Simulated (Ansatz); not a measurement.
C₄H₆O₄Zn (SMILES CC1[O][Zn]2([O]C(C)=[O]->2)<-[O]=1), singlet, geometry from GFN2-xTB (such geometries of metal compounds can be far from the true shape); Ansatz (an electronic-structure program) with BHLYP/STO-3G.

The Ansatz input:
Ansatz 0.2 input:
```yaml
crystal:
  periodic: [false, false, false]
  atoms:
    - {symbol: Zn, position_ang: [-0.00213218, -0.00048230, -0.00043732]}
    - {symbol: C, position_ang: [0.08934617, 2.30448338, -2.97259434]}
    - {symbol: C, position_ang: [0.06009732, 1.38124227, -1.78941451]}
    - {symbol: O, position_ang: [-0.46857821, 0.24796281, -1.88649319]}
    - {symbol: O, position_ang: [0.55172751, 1.74434914, -0.69403404]}
    - {symbol: H, position_ang: [0.96313590, 2.94601111, -2.91637612]}
    - {symbol: H, position_ang: [0.08149978, 1.72611245, -3.89097181]}
    - {symbol: H, position_ang: [-0.80395332, 2.92537882, -2.93898522]}
    - {symbol: C, position_ang: [-0.08766604, -2.30410334, 2.97293894]}
    - {symbol: C, position_ang: [-0.05001408, -1.37896146, 1.79148265]}
    - {symbol: O, position_ang: [-0.99391024, -0.57877535, 1.58652740]}
    - {symbol: O, position_ang: [0.91903789, -1.41166436, 0.99569749]}
    - {symbol: H, position_ang: [0.92365326, -2.51922243, 3.30336872]}
    - {symbol: H, position_ang: [-0.67811424, -1.86106568, 3.76860234]}
    - {symbol: H, position_ang: [-0.55905197, -3.23368843, 2.65942406]}
basis:
  gaussian:
    orbitals: STO-3G
hamiltonian:
  xc: {name: BHLYP}
```

The log (banner, timings and long lists left out):

```
Functional definition: BHLYP
834 factors; integrals over basis functions are off by at most 2.3e-4 eV
mean field evaluation 1: about -59270.3066 eV, gradient 2.4e2 eV
mean field evaluation 2: about -59878.0985 eV, gradient 1.1e2 eV
mean field evaluation 4: about -59857.4642 eV, gradient 2.3e2 eV
mean field evaluation 8: about -59939.0691 eV, gradient 1.5e2 eV
mean field evaluation 16: about -60117.5910 eV, gradient 2.3e-1 eV
mean field -60117.47526816 eV, -2209.2764670165 hartree, gradient 2.8e-5 eV, S^2 0.000000; 0 other end points of the search recorded, 0 dependent functions left out
reference -60117.47544123 eV, -2209.2764733769 hartree; 46, 46 occupied and 18, 18 virtual orbitals, 834 factors
Total energy: -60117.47544123 eV, -2209.2764733769 hartree
```
